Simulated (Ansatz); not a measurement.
Total energies of `C[B-](C)([SH2+])Cl`.

```xyz
13

C     0.7993    0.9021    1.0955
B    -0.0958   -0.2247    0.4337
C     0.4955   -1.1235   -0.7287
S    -1.7029    0.9465   -0.5036
Cl   -1.1574   -1.1479    1.6302
H     0.2580    1.5339    1.8036
H     1.6001    0.4098    1.6587
H     1.2859    1.5452    0.3546
H     1.2693   -1.7676   -0.2952
H    -0.2384   -1.7873   -1.1926
H     0.9796   -0.5340   -1.5140
H    -1.1446    1.3305   -1.6672
H    -2.3485   -0.0831   -1.0750
```

The species carries charge 0 and has multiplicity 1. Geometry: relaxed with PBE0-D4/def2-TZVP. It is one conformer, not always the lowest. Basis def2-TZVPP, the Gaussian-basis code of Ansatz.

RPA on PBE orbitals: Hartree–Fock energy of these orbitals -962.16061 Eh, correlation -1.46516 Eh (frozen core).

```tsv
functional	kind	energy without D4 (Eh)	D4 term (kJ/mol)
LDA (SPW92)	LDA	-960.46080	–
PBE	GGA	-963.86256	-31.9
revPBE	GGA	-964.19345	-95.1
BLYP	GGA	-964.30393	-69.8
r2SCAN	meta-GGA	-964.26158	-8.0
B97M-V	meta-GGA with VV10	-964.18287	–
PBE0	global hybrid, 25 % exact exchange	-963.95917	-27.1
B3LYP	global hybrid, 20 %	-964.43025	-51.4
r2SCANh	meta-GGA hybrid, 10 %	-964.25582	-8.5
r2SCAN0	meta-GGA hybrid, 25 %	-964.24823	-9.4
HSE06 (plane-wave form)	screened hybrid	-963.93663	-25.3
BHLYP	global hybrid, 50 %	-964.31484	-38.7
CAM-B3LYP	range-separated hybrid	-964.34132	-27.5
LC-ωPBE	long-range corrected hybrid	-964.08339	–
ωB97X-V	range-separated hybrid GGA with VV10	-964.23216	–
ωB97M-V	range-separated hybrid meta-GGA with VV10	-964.27206	–
B2PLYP	double hybrid	-964.01988	–
PBE-QIDH	double hybrid	-963.77981	–
```

B3LYP takes the VWN-RPA correlation (the form of Gaussian; ORCA's B3LYP/G). HSE06 is the plane-wave form, built on full-range PBE exchange. The double hybrids freeze the cores in their second-order part.

LC-ωPBE has ω = 0.4 bohr⁻¹.
